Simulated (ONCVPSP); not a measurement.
## Building the ONCV potential for terbium (LDA (Perdew-Wang 92), scalar-relativistic).

* Element: terbium (Tb)
* Generator: ONCVPSP 4.0.1
* Type: optimised norm-conserving Vanderbilt (ONCV)
* Functional: LDA (Perdew-Wang 92)
* Relativity: scalar-relativistic
* Frozen core: [Kr] 4d10 4f8
* Valence charge: 11
* Reference configuration: 5s2 5p6 5d1 6s2
* Partial waves: 5s+6s: rc 2.35 bohr, ncon 4, nbas 7, qcut 4.7 1/bohr, 2 projectors; 5p: rc 2.25 bohr, ncon 4, nbas 8, qcut 7 1/bohr, 2 projectors, debl 2.8 Ha; 5d: rc 2.55 bohr, ncon 4, nbas 9, qcut 4.1 1/bohr, 2 projectors, debl 2.3 Ha
* Local potential: polynomial inside 1.65 bohr (lpopt 5, dvloc0 0 Ha)
* Core correction: Teter function, fcfact 5.25, rcfact 1.4

Task: Estimate the cutoffs (Ha) at which the residual kinetic energy of the hardest occupied pseudo-wave falls to 1 and 0.1 mHa per electron.

Result: 11 Ha and 16 Ha.

Task: Does the potential have ghost states?

Result: No bound ghost flagged; GHOST(+) flagged for d at 142.3 eV.

Task: Which valence shell sets the plane-wave cutoff?

Result: 5p: 11 Ha for 1 mHa per electron, against 7 Ha for 5d.

Its largest configuration-test error is -1.4 meV (5s2 5p6 5d1 6s1). 2 of 4 tests not solved or not reliable. Not counted: 5s2 5p6 5d0 6s2 (all-electron energy unsafe for a near-neutral lanthanide with less than one 5d electron, printed error -16 meV).
